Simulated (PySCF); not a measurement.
**CH9GeNSi: core ionisation energies**

CH9GeNSi.
Geometry (PBE0-D3(BJ)/def2-SVP, Å), atoms numbered from 1 in this order:
```xyz
13
CH9GeNSi angstrom
C     -2.320    0.049    0.451
Ge    -0.685   -0.690   -0.304
N      0.659    0.544   -0.039
Si     2.372    0.307   -0.149
H     -2.616    0.958   -0.094
H     -3.140   -0.679    0.377
H     -2.171    0.303    1.510
H     -0.280   -2.006    0.396
H     -0.863   -0.976   -1.813
H      0.336    1.471    0.219
H      3.030    1.632   -0.371
H      2.682   -0.607   -1.293
H      2.986   -0.307    1.074
```

The calculation used delta-SCF UKS SCAN, pcX-2 on the ionised atom, pcseg-1 elsewhere, spin-free X2C (PySCF). These are vertical core ionisation energies against the vacuum level, from separate self-consistent calculations with and without the core hole.

Task: What binding energy does each computed site have?

Result: 
| atom(s) | environment | level | binding energy (eV) | 2p1/2 (eV) | count |
| --- | --- | --- | --- | --- | --- |
| C1 | sp3 carbon bound to germanium | C 1s | 290.43 | – | 1 |
| N3 | silicon-bound nitrogen | N 1s | 403.82 | – | 1 |
| Si4 | SiH3 silicon | Si 2p3/2 | 106.77 | 107.40 | 1 |
| Si4 | SiH3 silicon | Si 1s | 1846.65 | – | 1 |

Task: Which effective nuclear charge Zeff reproduces each element's mean 1s value in the hydrogen-like formula E = 13.606 eV × Zeff²?

Result: C (Z = 6): mean 290.4 eV, Zeff = 4.62, Z − Zeff = 1.38; N (Z = 7): mean 403.8 eV, Zeff = 5.45, Z − Zeff = 1.55; Si (Z = 14): mean 1846.6 eV, Zeff = 11.65, Z − Zeff = 2.35. Means run over the listed sites, weighted by atom count.

For 2p shells one spin-free hole was relaxed; a mean-field spin–orbit operator and the ground-state splitting of the three 2p orbitals were then diagonalised within the shell. The shell's mean is (2 × 2p3/2 + 2p1/2)/3, and the degeneracies 2j + 1 give areas of 2:1. 2p1/2 minus 2p3/2 (ligand field included): Si 0.62 eV. No level of germanium is listed. Geometry: PBE0-D3(BJ)/def2-SVP, one conformer, isolated molecule.
